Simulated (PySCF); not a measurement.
**Spin-rotation constants: SMILES FC(F)(F)OCC[C@@H]1CO1, C$_{5}$H$_{7}$F$_{3}$O$_{2}$**

Geometry (Å), atoms numbered from 1 in this order:
```xyz
17

F     3.4696   -0.2921    0.8143
C     2.6144    0.7300    0.6032
F     2.9675    1.7050    1.4308
F     2.8874    1.1540   -0.6450
O     1.3534    0.4143    0.7988
C     0.8411   -0.6383   -0.0472
C    -0.6259   -0.8413    0.3086
C    -1.4586    0.3402   -0.1390
C    -2.8617    0.1788   -0.5226
O    -1.8581    0.3688   -1.4776
H     0.9411   -0.3401   -1.0959
H     1.4184   -1.5508    0.1340
H    -0.7194   -0.9640    1.3882
H    -0.9770   -1.7442   -0.1920
H    -1.1396    1.2971    0.2658
H    -3.3071   -0.8091   -0.5006
H    -3.5522    1.0039   -0.3942
```

Computed with GIAO KT2/pcseg-1 magnetisability, rotational g tensor and spin-rotation constants, non-relativistic, gas phase (PySCF). Geometry: GFN2-xTB.

Problem. Give the nuclear spin-rotation constants along the inertial axes (H = +C I·J) beside the isotropic shieldings.

Solution. Rotational constants 3.2810, 0.5746, 0.5600 GHz. A star marks the isotopologue with that one atom substituted, in its own axes.
| atom | isotope | Caa (kHz) | Cbb (kHz) | Ccc (kHz) | mean (kHz) | σ (ppm) |
| --- | --- | --- | --- | --- | --- | --- |
| F1 | 19F | 4.671 | 0.617 | 0.758 | 2.015 | 248.4 |
| F3 | 19F | 4.487 | 0.753 | 0.665 | 1.968 | 247.5 |
| F4 | 19F | 5.544 | 0.596 | 0.628 | 2.256 | 248.6 |
| H11 | 1H | -0.312 | -0.027 | -0.002 | -0.114 | 27.2 |
| H12 | 1H | -0.228 | 0.010 | -0.054 | -0.091 | 27.3 |
| H13 | 1H | -0.348 | -0.048 | 0.004 | -0.131 | 29.2 |
| H14 | 1H | -0.228 | -0.041 | -0.040 | -0.103 | 30.7 |
| H15 | 1H | -0.168 | -0.029 | -0.039 | -0.078 | 28.7 |
| H16 | 1H | -0.157 | -0.014 | -0.064 | -0.078 | 29.5 |
| H17 | 1H | -0.184 | -0.030 | -0.039 | -0.084 | 29.1 |
| C2 | 13C* | 0.943 | 0.170 | 0.169 | 0.427 | 63.8 |
| O5 | 17O* | -0.412 | -0.090 | -0.081 | -0.194 | 223.5 |
| C6 | 13C* | 0.691 | 0.127 | 0.109 | 0.309 | 124.1 |
| C7 | 13C* | 0.542 | 0.092 | 0.093 | 0.242 | 154.4 |
| C8 | 13C* | 0.884 | 0.064 | 0.084 | 0.344 | 145.5 |
| C9 | 13C* | 0.824 | 0.064 | 0.084 | 0.324 | 148.9 |
| O10 | 17O* | -0.073 | -0.012 | -0.089 | -0.058 | 314.5 |

For the geometry as given, no vibrational averaging.
